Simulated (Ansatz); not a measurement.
A run of Ansatz (development build ahead of 0.2.0) on singlet C12H10 at this shape:

```xyz
22

C     0.0000    0.7050    0.0000
C    -1.1024    1.5841    0.0000
C    -2.4770    1.2704    0.0000
C    -3.0888    0.0000    0.0000
C    -2.4770   -1.2704    0.0000
C    -1.1024   -1.5841    0.0000
C     0.0000   -0.7050    0.0000
C     1.1024    1.5841    0.0000
C     2.4770    1.2704    0.0000
C     3.0888    0.0000    0.0000
C     2.4770   -1.2704    0.0000
C     1.1024   -1.5841    0.0000
H    -0.8609    2.6419    0.0000
H    -3.1535    2.1187    0.0000
H    -4.1738    0.0000    0.0000
H    -3.1535   -2.1187    0.0000
H    -0.8609   -2.6419    0.0000
H     0.8609    2.6419    0.0000
H     3.1535    2.1187    0.0000
H     4.1738    0.0000    0.0000
H     3.1535   -2.1187    0.0000
H     0.8609   -2.6419    0.0000
```

Its results:

| Property | Result |
| --- | --- |
| Converged | yes |
| Total energy | -459.74308 hartree |
| Spin squared of the determinant | 0.000 |
| Stability test | minimum among restricted orbitals |

(1) Which input gives this output? Name the method, the orbitals and the basis set, and write the input.

Results:

(1) RHF in def2-SVP. An unrestricted run that stays on the closed shell gives the same numbers.

```yaml
crystal:
  periodic: [false, false, false]
  atoms:
    - { symbol: C, position_ang: [0.0, 0.705, 0.0] }
    - { symbol: C, position_ang: [-1.10238, 1.58412, 0.0] }
    - { symbol: C, position_ang: [-2.47703, 1.27037, 0.0] }
    - { symbol: C, position_ang: [-3.08881, 0.0, 0.0] }
    - { symbol: C, position_ang: [-2.47703, -1.27037, 0.0] }
    - { symbol: C, position_ang: [-1.10238, -1.58412, 0.0] }
    - { symbol: C, position_ang: [0.0, -0.705, 0.0] }
    - { symbol: C, position_ang: [1.10238, 1.58412, 0.0] }
    - { symbol: C, position_ang: [2.47703, 1.27037, 0.0] }
    - { symbol: C, position_ang: [3.08881, 0.0, 0.0] }
    - { symbol: C, position_ang: [2.47703, -1.27037, 0.0] }
    - { symbol: C, position_ang: [1.10238, -1.58412, 0.0] }
    - { symbol: H, position_ang: [-0.86095, 2.64192, 0.0] }
    - { symbol: H, position_ang: [-3.15352, 2.11865, 0.0] }
    - { symbol: H, position_ang: [-4.17381, 0.0, 0.0] }
    - { symbol: H, position_ang: [-3.15352, -2.11865, 0.0] }
    - { symbol: H, position_ang: [-0.86095, -2.64192, 0.0] }
    - { symbol: H, position_ang: [0.86095, 2.64192, 0.0] }
    - { symbol: H, position_ang: [3.15352, 2.11865, 0.0] }
    - { symbol: H, position_ang: [4.17381, 0.0, 0.0] }
    - { symbol: H, position_ang: [3.15352, -2.11865, 0.0] }
    - { symbol: H, position_ang: [0.86095, -2.64192, 0.0] }
basis:
  gaussian: { orbitals: def2-SVP }
hamiltonian:
  xc: hf
```

Caution: an unrestricted determinant lies well below.
